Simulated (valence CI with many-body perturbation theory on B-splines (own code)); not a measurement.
# Kr13+: M1 decay

Calculated by relativistic CI+MBPT: five valence electrons over a frozen Dirac-Fock core [Ar], a basis of 7 s, 7 p, 8 d, 6 f, 4 g, 1 h functions for each j, with the one-electron correlation potential Σ1 (screened to all orders), the two-electron term Σ2, the three-electron term Σ3, Breit, model QED; selected single and double excitations, second order for the rest, scaled by the run's own slope (own B-spline code, finite nucleus).

No measured levels were compared; by estimate terms of the open shell hold to 2 to 4 % of their energy, and close levels can change places. Among the levels kept, up to 300 cm⁻¹ of a level comes from second order outside the variational space, and about a tenth of that is noise between levels of different J, which matters for small intervals. The list stops below the first excitations out of the core. Only levels of the ground parity were solved; by the run's estimate the other parity begins above the list, which can be wrong where configurations are misplaced.

Lines 51 to 100 of 120 in falling wavelength, among levels below 653500 cm⁻¹, chosen from the decays that carry over 1 % of a level's rate. Wavelengths and rates use the calculated energies, so an error of 2000 cm⁻¹ moves a line at 356.9 nm by 7.1 % and its rate by three times that or more. Weak lines are less certain than strong ones. Lines between different terms over intervals too small for the method are left out, as are lines whose strength nearly cancels. Branching is blank where the lifetime is uncertain.

Names give the largest LS component (configuration and term), which can be under half, so a name can repeat, a term be missing and a line seem to break the LS rules; names also repeat where a configuration has a term twice. Letters in brackets count levels of one name in rising energy.

| λ vac (nm) | Upper | Lower | Type | A (s⁻¹) | Branch % |
| --- | --- | --- | --- | --- | --- |
| 356.9 | 3d⁵ ²F_5/2 [b] | 3d⁵ ²D_3/2 [a] | M1 | 1.06e+01 | 8.6 |
| 344.0 | 3d⁵ ⁴F_5/2 | 3d⁵ ⁴D_3/2 | M1 | 1.64e+00 | 2.3 |
| 342.3 | 3d⁵ ²F_7/2 [a] | 3d⁵ ⁴D_7/2 | M1 | 6.91e-01 | 1.1 |
| 335.6 | 3d⁵ ⁴F_5/2 | 3d⁵ ⁴D_5/2 | M1 | 2.05e+01 | 28.5 |
| 330.4 | 3d⁵ ²H_11/2 | 3d⁵ ²I_11/2 | M1 | 7.38e+01 |  |
| 322.3 | 3d⁵ ⁴F_9/2 | 3d⁵ ⁴D_7/2 | M1 | 1.89e+01 | 31.0 |
| 316.0 | 3d⁵ ²I_11/2 | 3d⁵ ⁴G_9/2 | M1 | 4.82e+00 | 22.3 |
| 315.6 | 3d⁵ ²F_5/2 [b] | 3d⁵ ²D_5/2 [a] | M1 | 1.26e+01 | 10.2 |
| 311.6 | 3d⁵ ²D_5/2 [a] | 3d⁵ ⁴P_3/2 | M1 | 1.85e+01 | 5.4 |
| 308.1 | 3d⁵ ²I_11/2 | 3d⁵ ⁴G_11/2 | M1 | 1.68e+01 | 77.7 |
| 306.4 | 3d⁵ ⁴F_7/2 | 3d⁵ ⁴D_5/2 | M1 | 2.49e+00 | 1.0 |
| 303.4 | 3d⁵ ²D_3/2 [a] | 3d⁵ ⁴P_1/2 | M1 | 1.67e+01 | 12.6 |
| 293.8 | 3d⁵ ⁴F_3/2 | 3d⁵ ⁴D_3/2 | M1 | 4.79e+01 | 37.3 |
| 291.5 | 3d⁵ ²D_5/2 [a] | 3d⁵ ⁴P_5/2 | M1 | 1.99e+02 | 58.0 |
| 287.6 | 3d⁵ ⁴F_3/2 | 3d⁵ ⁴D_5/2 | M1 | 1.57e+01 | 12.2 |
| 286.9 | 3d⁵ ²I_13/2 | 3d⁵ ⁴G_11/2 | M1 | 9.23e-01 | 85.6 |
| 283.6 | 3d⁵ ²G_9/2 [a] | 3d⁵ ²I_11/2 | M1 | 2.16e+01 | 24.5 |
| 280.2 | 3d⁵ ⁴F_3/2 | 3d⁵ ⁴D_1/2 | M1 | 2.70e+01 | 21.1 |
| 279.6 | 3d⁵ ²D_3/2 [a] | 3d⁵ ⁴P_3/2 | M1 | 6.80e+01 | 51.2 |
| 266.9 | 3d⁵ ⁴F_7/2 | 3d⁵ ⁴D_7/2 | M1 | 6.93e+01 | 28.7 |
| 263.3 | 3d⁵ ²D_3/2 [a] | 3d⁵ ⁴P_5/2 | M1 | 8.52e+00 | 6.4 |
| 260.3 | 3d⁵ ²D_5/2 [a] | 3d⁵ ⁴G_7/2 | M1 | 6.46e+01 | 18.8 |
| 250.1 | 3d⁵ ²D_5/2 [a] | 3d⁵ ⁴G_5/2 | M1 | 2.92e+01 | 8.5 |
| 250.1 | 3d⁵ ²H_9/2 | 3d⁵ ⁴D_7/2 | M1 | 1.08e+01 | 7.0 |
| 245.5 | 3d⁵ ²F_7/2 [a] | 3d⁵ ⁴P_5/2 | M1 | 9.90e-01 | 1.6 |
| 245.0 | 3d⁵ ²G_7/2 [a] | 3d⁵ ⁴D_5/2 | M1 | 3.33e+00 | 10.2 |
| 241.8 | 3d⁵ ²F_5/2 [a] | 3d⁵ ⁴D_3/2 | M1 | 2.06e+01 | 6.5 |
| 237.6 | 3d⁵ ²F_5/2 [a] | 3d⁵ ⁴D_5/2 | M1 | 3.62e+01 | 11.5 |
| 229.1 | 3d⁵ ²D_3/2 [a] | 3d⁵ ⁴G_5/2 | M1 | 3.62e+01 | 27.3 |
| 226.3 | 3d⁵ ²F_7/2 [a] | 3d⁵ ⁴G_9/2 | M1 | 5.29e+01 | 84.2 |
| 219.0 | 3d⁵ ²G_7/2 [a] | 3d⁵ ⁴D_7/2 | M1 | 1.32e+00 | 4.0 |
| 217.4 | 3d⁵ ⁴F_9/2 | 3d⁵ ⁴G_9/2 | M1 | 3.10e+00 | 5.1 |
| 216.7 | 3d⁵ ⁴F_5/2 | 3d⁵ ⁴P_5/2 | M1 | 4.80e+00 | 6.7 |
| 215.5 | 3d⁵ ²F_7/2 [a] | 3d⁵ ⁴G_5/2 | M1 | 1.83e+00 | 2.9 |
| 214.3 | 3d⁵ ⁴F_9/2 | 3d⁵ ⁴G_7/2 | M1 | 1.06e+01 | 17.4 |
| 213.6 | 3d⁵ ⁴F_9/2 | 3d⁵ ⁴G_11/2 | M1 | 2.72e+01 | 44.8 |
| 199.0 | 3d⁵ ⁴F_5/2 | 3d⁵ ⁴G_7/2 | M1 | 3.21e+01 | 44.7 |
| 195.6 | 3d⁵ ⁴F_3/2 | 3d⁵ ⁴P_5/2 | M1 | 3.45e+00 | 2.7 |
| 192.5 | 3d⁵ ²G_9/2 [a] | 3d⁵ ⁴D_7/2 | M1 | 1.54e+01 | 17.4 |
| 190.7 | 3d⁵ ⁴F_7/2 | 3d⁵ ⁴G_9/2 | M1 | 9.76e+01 | 40.4 |
| 188.3 | 3d⁵ ⁴F_7/2 | 3d⁵ ⁴G_7/2 | M1 | 4.34e+01 | 18.0 |
| 183.5 | 3d⁵ ²F_5/2 [b] | 3d⁵ ⁴D_7/2 | M1 | 3.35e+01 | 27.2 |
| 183.0 | 3d⁵ ⁴F_7/2 | 3d⁵ ⁴G_5/2 | M1 | 3.15e+00 | 1.3 |
| 182.0 | 3d⁵ ²H_9/2 | 3d⁵ ⁴G_9/2 | M1 | 6.97e+01 | 45.5 |
| 179.8 | 3d⁵ ²H_9/2 | 3d⁵ ⁴G_7/2 | M1 | 3.19e+01 | 20.8 |
| 179.3 | 3d⁵ ²H_9/2 | 3d⁵ ⁴G_11/2 | M1 | 2.00e+01 | 13.1 |
| 176.1 | 3d⁵ ⁴F_3/2 | 3d⁵ ⁴G_5/2 | M1 | 1.82e+01 | 14.1 |
| 174.9 | 3d⁵ ²G_7/2 [a] | 3d⁵ ⁴P_5/2 | M1 | 5.89e-01 | 1.8 |
| 171.1 | 3d⁵ ²F_5/2 [a] | 3d⁵ ⁴P_5/2 | M1 | 3.73e+00 | 1.2 |
| 165.0 | 3d⁵ ²G_7/2 [a] | 3d⁵ ⁴G_9/2 | M1 | 3.30e+00 | 10.0 |
